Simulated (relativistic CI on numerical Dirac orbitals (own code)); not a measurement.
## Rh3+: 4d valence photoemission

Computed with this model: Dirac-Coulomb-Breit CI, separate exchange-only KLI orbitals for each configuration, QED by a radiative potential, valence Slater integrals scaled by 0.8, multiplet model of photoemission in the sudden approximation; configurations [Kr] 4d6 → [Kr] 4d5; 80 K; Lorentzian 0.3 eV and Gaussian 0.5 eV FWHM. Energies are those of the free ion, without screening or charge transfer. The energies are binding energies and can lie tens of eV above those of solids. S is read from ⟨S²⟩ = S(S + 1).

Field parameters in Wybourne normalisation: Oh B⁴₀ = 21Dq, B⁴₄ = √(5/14) B⁴₀; Td as Oh with Dq negative (B⁴₀ = 21Dq, B⁴₄ = √(5/14) B⁴₀). The field is a parameter set, without covalency.

free ion: ground-state S = 1.98, centroid 46.18 eV. Peaks (eV, height): 43.3 (45), 46.4 (100), 48.3 (36).

Td, 10Dq = -14700 cm⁻¹: ground-state S = 1.91, centroid 46.33 eV. Peaks (eV, height): 44.3 (78), 45.7 (97), 46.4 (100), 47.9 (45), 49.4 (24).

Td, 10Dq = -13800 cm⁻¹: ground-state S = 1.93, centroid 46.32 eV. Peaks (eV, height): 44.2 (78), 45.7 (99), 46.4 (100), 47.8 (47), 49.3 (24).

Oh, 10Dq = 30250 cm⁻¹: ground-state S = 0.04, centroid 46.71 eV. Peaks (eV, height): 46.6 (100).

Oh, 10Dq = 40650 cm⁻¹: ground-state S = 0.02, centroid 47.21 eV. Peaks (eV, height): 47.1 (100).

Oh, 10Dq = 12650 cm⁻¹: ground-state S = 1.32, centroid 46.08 eV. Peaks (eV, height): 43.9 (30), 45.6 (100), 47.2 (33), 48.2 (18), 49.1 (9).

Strongest unbroadened transitions for Oh, 10Dq = 30250 cm⁻¹:

```
Energy (eV)  Relative strength
      46.34               50.4
      46.68              100.0
      48.29                0.2
      48.33                0.2
      48.47                0.1
      49.21                0.0
      50.19                0.0
      50.39                0.0
      51.03                0.1
      51.34                2.3
      51.47                0.7
      52.13                0.1
      52.39                0.5
      53.78                0.0
      54.83                0.1
      56.05                0.1
      57.59                0.0
      58.46                0.0
```
